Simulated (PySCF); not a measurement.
# Spin-rotation constants: `InChI=1S/C5H2BrF/c1-2-4-3-5(4,6)7/h1,3H/t5-/m1/s1`

Geometry:
```csv
atom,x (Å),y (Å),z (Å)
C1,2.477,-0.218,-0.612
C2,1.294,-0.251,-0.390
C3,-0.048,-0.229,-0.090
C4,-1.296,-0.652,-0.231
C5,-1.090,0.424,0.740
F6,-1.159,0.182,2.079
Br7,-1.674,2.263,0.425
H8,3.505,-0.212,-0.824
H9,-1.996,-1.303,-0.693
```

Computed with PySCF, GIAO wB97X-D/pcSseg-1 magnetisability, rotational g tensor and spin-rotation constants, non-relativistic, gas phase. Geometry: GFN2-xTB.

The calculation is non-relativistic, which matters for the atoms heavier than Zn.

(1) Give the nuclear spin-rotation constants along the inertial axes (H = +C I·J) beside the isotropic shieldings.

(2) How do the rotational constants and the g tensor change when H8, H9 are replaced by deuterium?

Results:

(1) Rotational constants 3.1370, 1.0520, 0.9177 GHz. A star marks the isotopologue with that one atom substituted, in its own axes.
```csv
atom,isotope,Caa (kHz),Cbb (kHz),Ccc (kHz),mean (kHz),σ (ppm)
F6,19F,3.592,1.010,1.386,1.996,261.3
Br7,79Br,4.192,1.964,2.456,2.871,1840.5
H8,1H,-0.036,-0.069,-0.093,-0.066,27.6
H9,1H,-0.351,-0.075,0.070,-0.119,24.0
C1,13C*,0.831,0.300,0.277,0.469,72.5
C2,13C*,0.381,0.247,0.276,0.301,117.0
C3,13C*,1.442,0.231,0.276,0.649,46.6
C4,13C*,1.189,0.202,0.378,0.590,44.8
C5,13C*,0.909,0.209,0.248,0.455,93.4
```
For the geometry as given, no vibrational averaging.

(2) Constants 2.9398, 1.0006, 0.8780 GHz; g -0.0247, -0.0032, -0.0058, against -0.0257, -0.0026, -0.0068 before.
